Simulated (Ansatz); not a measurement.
`F[SiH2]O[SiH3]` + CH₃OH → `CO[SiH2]O[SiH3]` + H–F at 500 K and 1 bar (ligand exchange at the Si–F bond).

Program: Ansatz. Geometries: PBE0-D4/def2-TZVP. ΔE: electronic, gas phase. CCSD(T)/CBS adds triple-zeta CCSD(T) − MP2 to the extrapolated MP2 energy (def2 sets, frozen cores). This one scheme is used for every species. Each species was taken in one conformer, which may not be the lowest.

```
          species  CCSD(T)/CBS energy (Eh)  H − E (kJ/mol)  S (J/(mol·K))
 `F[SiH2]O[SiH3]`               -756.28164           174.8          408.0
            CH₃OH               -115.61712           157.0          265.4
`CO[SiH2]O[SiH3]`               -771.48835           292.0          472.9
              H–F               -100.39570            39.4          188.7
```

H − E and S are ideal-gas, rigid-rotor, harmonic terms from PBE0-D4/def2-TZVP, for one conformer and one mirror image of each species. 1 Eh = 2625.50 kJ/mol, R = 8.31446 J/(mol·K).

Problem. By hand: ΔE, ΔH, ΔS and ΔG.

Solution. ΔE = (-771.48835) + (-100.39570) − (-756.28164) − (-115.61712) = 0.01471 Eh = 38.6 kJ/mol. Δ(H − E) = 292.0 + 39.4 − 174.8 − 157.0 = -0.4, so ΔH = 38.2 kJ/mol. ΔS = 472.9 + 188.7 − 408.0 − 265.4 = -11.8 J/(mol·K). ΔG = 38.2 − 500 × (-11.8)/1000 = 44.1 kJ/mol.

Problem. By hand: the equilibrium constant, and the temperature at which ΔG would vanish if ΔH and ΔS stayed fixed.

Solution. log₁₀ K = −ΔG/(RT ln 10) = -4.6. ΔH and −TΔS have one sign here, so there is no such temperature.

The number of gas molecules stays the same, so ΔS is small and ΔH decides. A doubt of 5 kJ/mol in ΔE shifts log₁₀ K by 0.5 here. Other conformers and mirror images would add mixing entropy, several J/(mol·K) or more a flexible species. Modes under 60 cm⁻¹, often nearly free rotors, make the harmonic entropy too high. These are equilibria of isolated gas molecules and say nothing of rates. Largest T1 diagnostic: 0.011 (customary marks: 0.02 for closed shells, 0.045 for open ones).

ΔS is within the doubt of such terms, so its sign, and with it that verdict, could turn.
